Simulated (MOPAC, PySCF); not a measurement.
C6H16Sn, SMILES `C[CH2][Sn]([CH3])([CH3])[CH2]C` (C–C–Sn–C torsion -60°, C–Sn–C–C torsion 60°), neutral singlet in the gas phase. 

Z-matrix (Å, degrees):
```
Sn
C 1 2.1767
H 2 1.1003 1 110.33
H 2 1.1003 3 108.62 1 -120.80
H 2 1.1004 3 108.71 4 -118.09
C 1 2.1777 2 109.29 3 -58.72
H 6 1.1003 1 110.23 2 -63.29
H 6 1.1003 7 108.62 1 -121.03
H 6 1.1003 7 108.61 8 -118.05
C 1 2.1858 2 110.66 3 61.55
H 10 1.1026 1 107.49 2 -56.84
H 10 1.1026 11 106.49 1 -114.88
C 10 1.5304 11 110.97 12 -120.87
H 13 1.1029 10 111.73 11 -61.15
H 13 1.1029 14 107.01 10 122.61
H 13 1.1042 14 107.01 15 114.43
C 1 2.1865 2 109.18 3 -177.38
H 17 1.1028 1 107.44 2 -178.27
H 17 1.1028 18 106.49 1 -114.91
C 17 1.5305 18 110.90 19 -120.82
H 20 1.1030 17 111.72 18 178.98
H 20 1.1030 21 107.00 17 -122.58
H 20 1.1042 21 107.01 22 -114.42
```
Charge 0, multiplicity 1.

All levels are single points at this geometry (B3LYP-D3(BJ)/def2-SVP); Pople sets use spherical d functions. Orbital energies aren't observables, and empty levels follow the basis.

```json
[
 {"level": "PBE-D3(BJ)/def2-TZVP in PySCF", "HOMO (eV)": "-5.90", "LUMO (eV)": "-0.27", "gap (eV)": "5.63", "dipole (D)": "0.22", "vertical IE, Delta-SCF (eV)": "–"},
 {"level": "TPSSh-D3(BJ)/def2-TZVP in PySCF", "HOMO (eV)": "-6.42", "LUMO (eV)": "0.26", "gap (eV)": "6.68", "dipole (D)": "0.22", "vertical IE, Delta-SCF (eV)": "8.51"},
 {"level": "B3LYP/6-311+G** (LANL2DZ on Sn) in PySCF", "HOMO (eV)": "-6.94", "LUMO (eV)": "-0.21", "gap (eV)": "6.73", "dipole (D)": "0.24", "vertical IE, Delta-SCF (eV)": "–"},
 {"level": "B3LYP/6-31G* (LANL2DZ on Sn) in PySCF", "HOMO (eV)": "-6.72", "LUMO (eV)": "1.44", "gap (eV)": "8.16", "dipole (D)": "0.16", "vertical IE, Delta-SCF (eV)": "8.65"},
 {"level": "B3LYP/LANL2DZ in PySCF", "HOMO (eV)": "-6.71", "LUMO (eV)": "1.50", "gap (eV)": "8.21", "dipole (D)": "0.19", "vertical IE, Delta-SCF (eV)": "–"},
 {"level": "BP86/6-31G* (LANL2DZ on Sn) in PySCF", "HOMO (eV)": "-5.83", "LUMO (eV)": "0.70", "gap (eV)": "6.53", "dipole (D)": "0.14", "vertical IE, Delta-SCF (eV)": "–"},
 {"level": "PBE/6-31G* (LANL2DZ on Sn) in PySCF", "HOMO (eV)": "-5.72", "LUMO (eV)": "0.78", "gap (eV)": "6.49", "dipole (D)": "0.14", "vertical IE, Delta-SCF (eV)": "8.32"},
 {"level": "SVWN5/6-31G* (LANL2DZ on Sn) in PySCF", "HOMO (eV)": "-5.75", "LUMO (eV)": "0.66", "gap (eV)": "6.41", "dipole (D)": "0.13", "vertical IE, Delta-SCF (eV)": "–"},
 {"level": "HF/6-31G* (LANL2DZ on Sn) in PySCF", "HOMO (eV)": "-9.73", "LUMO (eV)": "4.83", "gap (eV)": "14.56", "dipole (D)": "0.22", "vertical IE, Delta-SCF (eV)": "8.34"},
 {"level": "AM1 in MOPAC", "HOMO (eV)": "-9.02", "LUMO (eV)": "0.07", "gap (eV)": "9.09", "dipole (D)": "0.32", "vertical IE, Delta-SCF (eV)": "–"},
 {"level": "PM3 in MOPAC", "HOMO (eV)": "-10.08", "LUMO (eV)": "-0.01", "gap (eV)": "10.07", "dipole (D)": "0.05", "vertical IE, Delta-SCF (eV)": "–"},
 {"level": "PM6 in MOPAC", "HOMO (eV)": "-9.48", "LUMO (eV)": "1.08", "gap (eV)": "10.56", "dipole (D)": "0.15", "vertical IE, Delta-SCF (eV)": "–"},
 {"level": "PM7 in MOPAC", "HOMO (eV)": "-9.76", "LUMO (eV)": "1.68", "gap (eV)": "11.44", "dipole (D)": "0.19", "vertical IE, Delta-SCF (eV)": "–"}
]
```
